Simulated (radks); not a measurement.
Valence configurations of Tm+ (all share [Xe]). Method: Dirac Kohn-Sham, PBE, spin-unpolarised, spherical densities, finite nucleus; open shells fill j = l - 1/2 first; Fermi nuclear charge, rms radius 5.2256 fm; computed with a radial shooting solver on a logarithmic mesh with Libxc functionals. Energies are relative to 4f13 6s1; eigenvalues in eV.

valence	E (eV)	e(4f5/2)	e(4f7/2)	e(5d3/2)	e(6p1/2)	e(6s1/2)
4f13 6s1	0.000	-10.379	-9.183	-	-	-9.164
4f13 5d0.5 6s0.5	1.255	-9.535	-8.340	-6.204	-	-8.793
4f13 6s0.5 6p0.5	1.681	-10.999	-9.803	-	-6.148	-9.527
4f14	2.509	-4.411	-3.285	-	-	-
4f12.5 6s1 6p0.5	2.609	-15.079	-13.847	-	-6.681	-10.326
4f12 6s2	3.324	-19.006	-17.738	-	-	-10.801
4f13 6p1	3.377	-11.609	-10.412	-	-6.470	-
4f12.5 6s0.5 6p1	4.441	-15.682	-14.450	-	-6.975	-10.653
4f12 6s1 6p1	7.247	-20.202	-18.933	-	-7.479	-11.438
4f12 5d1 6p1	8.411	-17.849	-16.582	-9.103	-6.858	-

NIST lists [Xe] 4f13 6s1 as the ground configuration; this level of theory agrees among the configurations tried. The energies are those of spherical spin-averaged densities, not of single terms.
